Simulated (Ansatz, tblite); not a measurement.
Forces on Ag₂F₂⁻ at its PBE-D4/def2-TZVPD geometry. Charge -1, multiplicity 2.

In the def2 sets Ag takes a core potential; there is no spin–orbit coupling. The xTB rows come from tblite. No other spin state of charge -1 was run. Another isomer (doublet) lies 0.14 eV lower at PBE0-D4/def2-TZVPD; other spin states weren't run for this one.

GFN1-xTB (tblite), largest force 0.61 eV/Å:

```xyz
4
positions Å, forces eV/Å
Ag   -2.075    0.004    0.420    0.381   -0.021   -0.080
Ag    0.627   -0.008   -0.128   -0.518   -0.005    0.103
F     0.820   -1.981   -0.495    0.084   -0.580   -0.113
F     0.628    1.984    0.202    0.053    0.606    0.090
```

GFN2-xTB (tblite), largest force 1.35 eV/Å:

```
Ag 0.697 -0.090 -0.156
Ag -1.323 -0.050 0.258
F 0.234 0.439 0.026
F 0.392 -0.300 -0.128
```

PBE-D4/def2-TZVPD (Ansatz), largest force 0.01 eV/Å:

```
Ag 0.001 0.008 0.001
Ag 0.001 -0.009 -0.003
F 0.004 0.003 0.000
F -0.007 -0.002 0.002
```
